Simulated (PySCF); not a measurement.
**Ionising BeI**

PBE0; Be aug-cc-pVDZ, I aug-cc-pVDZ-PP with ECP28; scalar-relativistic core potentials (PySCF 2.14). Neutral (UKS): doublet (σ ↑), Re = 2.191 Å, ωe = 612 cm⁻¹, De = 2.91 eV, HOMO -6.23 eV, LUMO -2.35 eV.

BeI⁺ (UKS): singlet (closed shell), Re = 2.078 Å, ωe = 751 cm⁻¹, De = 3.52 eV to Be⁺ + I. The energies at the minima are -310.43159 hartree for BeI and -310.12298 for BeI⁺.

(1) Work out the adiabatic ionisation energy, without and with harmonic zero-point energies (1 hartree = 27.2114 eV, 1 eV = 8065.5 cm⁻¹), and the change of the bond length.

BeI⁻ (UKS): singlet (closed shell), Re = 2.485 Å, ωe = 302 cm⁻¹, De = 0.88 eV to Be + I⁻. The energies at the minima are -310.43159 hartree for BeI and -310.47849 for BeI⁻.

(2) Work out the adiabatic electron affinity, without and with harmonic zero-point energies (1 hartree = 27.2114 eV, 1 eV = 8065.5 cm⁻¹), and the change of the bond length.

These are scalar-relativistic numbers at best; spin–orbit coupling would shift them, the dissociation energy most. For an ion De counts to the pair picked by the measured ionisation energies or electron affinities, which need not be the lowest pair at this level. States were picked by a PBE0 search and need not be the measured ground states.

## Answers

(1) At PBE0: 0.30861 hartree = 8.398 eV between the minima; the zero-point term (751.0 − 612.0)/2 cm⁻¹ = +0.009 eV makes it 8.406 eV. Re changes by -11.3 pm against the neutral. The electron leaves a σ orbital, and the shorter bond of the ion fits an antibonding orbital, or a change in how ionic the bond is.

(2) At PBE0: 0.04690 hartree = 1.276 eV between the minima; the zero-point term (612.0 − 302.0)/2 cm⁻¹ = +0.019 eV makes it 1.295 eV. Re changes by +29.4 pm against the neutral. The electron enters a σ orbital, and the ion is left as a loose complex of an ion and an atom.
